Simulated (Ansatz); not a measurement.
One change: `[CH3][V](=[O])([OH])[Cl]` becomes `[O]=[V]([OH])([OH])[Cl]`.

Ansatz, PBE0-D4/def2-TZVP geometries, multiplicity 1. Each molecule was computed in one conformer, which needn't be the lowest.

Scalar relativity is left out up to krypton.

```json
{"property": "HOMO energy (ωB97M-V/def2-TZVPP) / eV", "`[CH3][V](=[O])([OH])[Cl]`": "-11.31"}
{"property": "HOMO energy (PBE/def2-TZVPP) / eV", "`[CH3][V](=[O])([OH])[Cl]`": "-7.44"}
{"property": "HOMO–LUMO gap (ωB97M-V/def2-TZVPP) / eV", "`[CH3][V](=[O])([OH])[Cl]`": "10.41"}
{"property": "LUMO energy (PBE0/def2-TZVPP) / eV", "`[CH3][V](=[O])([OH])[Cl]`": "-3.19"}
{"property": "HOMO–LUMO gap (B3LYP/def2-TZVPP) / eV", "`[CH3][V](=[O])([OH])[Cl]`": "5.23"}
{"property": "HOMO energy (B3LYP/def2-TZVPP) / eV", "`[CH3][V](=[O])([OH])[Cl]`": "-8.70"}
```

Q: What does the change do to each property? (An estimate is asked.)

A: The calculation gave: 
```tsv
property	`[O]=[V]([OH])([OH])[Cl]`	shift
HOMO energy (ωB97M-V/def2-TZVPP) / eV	-11.38	-0.07
HOMO energy (PBE/def2-TZVPP) / eV	-7.66	-0.22
HOMO–LUMO gap (ωB97M-V/def2-TZVPP) / eV	10.56	0.15
LUMO energy (PBE0/def2-TZVPP) / eV	-3.04	0.15
HOMO–LUMO gap (B3LYP/def2-TZVPP) / eV	5.54	0.31
HOMO energy (B3LYP/def2-TZVPP) / eV	-8.85	-0.15
```

With PBE0 the HOMO falls by 0.18 eV and the LUMO rises by 0.15 eV, so the gap widens by about 0.33 eV. PBE moves the HOMO by -0.22 eV and ωB97M-V by -0.07 eV. The zero-point energy changes by -55.8 kJ/mol with -6 modes.

B3LYP here is the variant with VWN-RPA as its local correlation; programs differ in this.
